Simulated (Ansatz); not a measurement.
Species: P, charge 0, quartet.

Hartree-Fock and MP2 correlation energies in hartree (Ansatz, a first-principles code). UHF or UKS for unpaired electrons; spin-orbit terms are left out. Correlated methods leave the cores frozen. No relativity.

```
basis        X       E(HF)  E(corr, MP2)
-----------  -  ----------  ------------
cc-pV(T+d)Z  3  -340.71631      -0.08343
cc-pV(Q+d)Z  4  -340.71872      -0.08911
cc-pV(5+d)Z  5  -340.71915      withheld
```

### Question
Fit E(corr) = E∞ + A/X³ to X = 3 and 4, predict X = 5, and compare with the run.

### Answer
A = (-0.08343 - (-0.08911))/(1/27 - 1/64) = 0.2653; E∞ = -0.08911 - A/64 = -0.09325; at X = 5, E∞ + A/125 = -0.09113. The run gave -0.09178, 0.65 mEh below the prediction. The same form on X = 4 and 5 gives E∞ = -0.09458, 1.33 mEh below the first estimate.
